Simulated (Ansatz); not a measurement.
System: trifluorosilane, sum formula SiHF$_{3}$ (charge 0, singlet). 
Geometry from a B3LYP-D3(BJ)/def2-TZVP (Ansatz, a quantum-chemistry and plane-wave program) optimisation:
SMILES: [SiH](F)(F)F
```xyz
5

Si    -0.0378    -0.0056     0.3210
F     -0.6853     1.2966    -0.2933
F      1.4942    -0.0233    -0.0598
F     -0.7271    -1.2613    -0.3426
H     -0.2079    -0.0307     1.7674
```
Charge 0, spin multiplicity 1.

Quantity: vertical triplet-singlet gap (E(triplet) - E(singlet); each state is the SCF solution reached for its spin; the molecule has degenerate orbitals, so one determinant may break the symmetry), in kJ/mol. Cores are frozen in the correlated levels unless marked. UHF or UKS for open shells. Spin-orbit coupling is left out. No relativistic terms. CBS(X,Y): correlation extrapolated as X^-3; Hartree-Fock from the larger set.

CCSD(T)/CBS(aug-cc-pV(T+d)Z,aug-cc-pV(Q+d)Z) (Ansatz) gives 967.3 kJ/mol.

Problem. Another calculation gave 867.8 kJ/mol. Which level was it?
A. B3LYP/def2-TZVPD (Ansatz)
B. BHLYP/def2-TZVPD (Ansatz)
C. B2PLYP/def2-TZVPD (Ansatz)
D. PBE/def2-TZVPD (Ansatz)

Solution. D, PBE/def2-TZVPD (Ansatz). The others give 949.4 (B2PLYP), 969.1 (BHLYP), 925.5 (B3LYP) kJ/mol.
